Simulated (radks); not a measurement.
The numbers below are computed, except where a source is named.
All-electron atom: the iodine ion I25+ in [Ar] 3d10 (the NIST ground configuration). Level of theory: scalar-relativistic Kohn-Sham, exchange-only LDA, spin-polarised, spherical densities, point nucleus (a radial shooting solver on a logarithmic mesh with Libxc functionals).

Unscreened Slater integrals over Kohn-Sham orbitals (cm^-1). They are taken over the spin-up orbitals.

F0(3d,3d): 711860
F2(3d,3d): 359800
F4(3d,3d): 230740
F0(3d,3p): 670650
F2(3d,3p): 324240
G1(3d,3p): 363350
G3(3d,3p): 236810
F0(3d,3s): 665390
G2(3d,3s): 275780
F0(3d,2p): 919940
F2(3d,2p): 253390
G1(3d,2p): 225170
G3(3d,2p): 129260
F0(3p,3p): 645960
F2(3p,3p): 325620
F0(3p,3s): 641000
G1(3p,3s): 420360
F0(3p,2p): 862700
F2(3p,2p): 202550
G0(3p,2p): 79680
G2(3p,2p): 86528
F0(3s,3s): 637380
F0(3s,2p): 840160
G1(3s,2p): 79329
F0(2p,2p): 1956100
F2(2p,2p): 926760
